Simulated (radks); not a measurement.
Task: Valence configurations of neutral thallium. Method: scalar-relativistic Kohn-Sham, PBE, spin-polarised, spherical densities, finite nucleus; open shells are filled with parallel spins first (spin-orbit coupling, left out, can overturn this in heavy ions); Fermi nuclear charge, rms radius 5.4759 fm; computed with a radial shooting solver on a logarithmic mesh with Libxc functionals. Order these by energy: [Xe] 4f14 5d9 6s2 6p2; [Xe] 4f13.5 5d10 6s1 6p2.5; [Xe] 4f13 5d10 6s2 6p2; [Xe] 4f13.5 5d10 6s2 6p1.5; [Hg] 6p1; [Xe] 4f14 5d10 6s1.5 6p1.5; [Xe] 4f14 5d10 6s1 6p2.

Result: From the lowest, in eV above it: [Hg] 6p1 0.000; [Xe] 4f14 5d10 6s1.5 6p1.5 3.224; [Xe] 4f14 5d10 6s1 6p2 6.265; [Xe] 4f14 5d9 6s2 6p2 13.998; [Xe] 4f13.5 5d10 6s2 6p1.5 57.725; [Xe] 4f13.5 5d10 6s1 6p2.5 64.259; [Xe] 4f13 5d10 6s2 6p2 119.54. NIST lists [Hg] 6p1 as the ground configuration; this level of theory agrees among the configurations tried. The energies are those of spherical high-spin densities, not of single terms.
